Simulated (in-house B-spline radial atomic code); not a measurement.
## RPA and G0W0 on BHandHLYP: Sr⁵⁺

Configuration [Ar] 3d10 4s2 4p3, highest spin, mean-field start BHandHLYP. Computed with a B-spline radial code for spherical atoms: all electrons, non-relativistic, point nucleus, each spin shell either full or empty, empty states to l = 9 with an (l + 1/2)⁻⁴ tail; G0W0 by contour deformation at full frequency.

Without relativity these are model numbers: it shifts the levels of so heavy an element strongly and can reorder them.

Command:
```bash
python run_gw.py task.json out
```
Settings (radii: box in bohr, nucleus in fm):
```
Z                        38
electrons                33
configuration            [Ar] 3d10 4s2 4p3
hamiltonian              nr
method                   bhandhlyp
lmax                     9
spin_polarised           True
box_radius               10.43
intervals                51
```

Time taken, with all properties: 4 s on 1 thread of Arm Neoverse N1 (shared host).

Energies (hartree):

```
                                     term        value
                         mean-field total  -3126.57399
Hartree-Fock functional on these orbitals  -3124.90334
                      direct second order      -2.6341
                    second-order exchange      0.77176
                         SOSEX correction      0.72253
```

Q: What is the RPA correlation energy, and what remains with SOSEX?

A: RPA gives -2.3554 hartree (-1.94 eV per electron); RPA + SOSEX gives -1.6329, and the second-order doubles -1.8624 hartree (no singles). RPA lacks exchange-type terms and so overcorrelates at short range.

Quasi-particle levels (eV):

```tsv
level	occupied	mean field	Σx - vxc	Σc	QP weight	G0W0
4p up	yes	-85.18	-3.59	?	?	?
4s down	yes	-98.75	-1.23	-2.77	0.965	-102.76
3d down	yes	-208.29	-11.12	4.44	0.939	-214.96
4p down	no	-73.40	5.57	-2.63	0.965	-70.45
```

G0W0 = mean field + (Σx - vxc) + Σc, with Σc (partial-wave tail included) taken at the quasi-particle energy. Only the outer levels were computed. Levels of low weight are left out.

Q: Where does G0W0 put 4p up?

A: At -89.36 eV, with Σc = -0.58 eV and a quasi-particle weight of 0.965. The tabulated removal energy is 88 ± 2 eV (NIST, tabulated theory); the calculation leaves out relativity, Breit and QED terms, and what these don't explain is the method's own error.
